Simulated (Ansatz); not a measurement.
Potential energy curve for SMILES [GaH3]. The Ga1–H4 bond (Ga1 also carries H, H; H4 carries nothing else) is stretched with both fragments frozen at the PBE0/def2-TZVP optimised geometry.

RKS-BLYP = restricted BLYP/cc-pVDZ run with Ansatz (a first-principles code); RKS-PBE = restricted PBE/cc-pVDZ (Ansatz); RKS-CAM-B3LYP = restricted CAM-B3LYP/cc-pVDZ (Ansatz); UCCSD(T) = CCSD(T) on UHF/cc-pVDZ, cores with 3d frozen run with Ansatz; UKS-BLYP = unrestricted BLYP/cc-pVDZ (Ansatz); UKS-PBE = unrestricted PBE/cc-pVDZ run with Ansatz; UKS-CAM-B3LYP = unrestricted CAM-B3LYP/cc-pVDZ (Ansatz); FCI = full CI/cc-pVDZ, cores with 3d frozen run with Ansatz.

Cost and accuracy over the 21 points of the scan, with FCI as yardstick. Costs are rough ratios of core time within Ansatz on shared cores, each with its mean field (Kohn-Sham runs search longer for lower solutions than correlated ones do); the miss is the largest error against full CI of the curve after the mean shift, in kcal/mol.

| level | relative cost | largest error |
|---|---|---|
| RKS-BLYP | 1 | 19.1 |
| RKS-PBE | 1 | 22.3 |
| RKS-CAM-B3LYP | 1 | 46.2 |
| UCCSD(T) | 2 | 1.7 |
| UKS-BLYP | 2 | 1.6 |
| UKS-PBE | 2 | 2.0 |
| UKS-CAM-B3LYP | 2 | 5.3 |

Costs within a factor of two of each other count as equal.

The restricted form behind RKS-BLYP, RKS-PBE, RKS-CAM-B3LYP keeps the bonding electrons paired and can't separate into open-shell fragments. The unrestricted determinant behind UCCSD(T) is spin-contaminated at 2.32 to 5.48 Å (<S²> up to 1.0, against 0.00 for a pure singlet). The unrestricted determinant behind UKS-BLYP is spin-contaminated at 2.83 to 5.48 Å (<S²> up to 1.0, against 0.00 for a pure singlet). The unrestricted determinant behind UKS-PBE is spin-contaminated at 3.12 to 5.48 Å (<S²> up to 1.0, against 0.00 for a pure singlet). The unrestricted determinant behind UKS-CAM-B3LYP is spin-contaminated at 2.62 to 5.48 Å (<S²> up to 1.0, against 0.00 for a pure singlet).
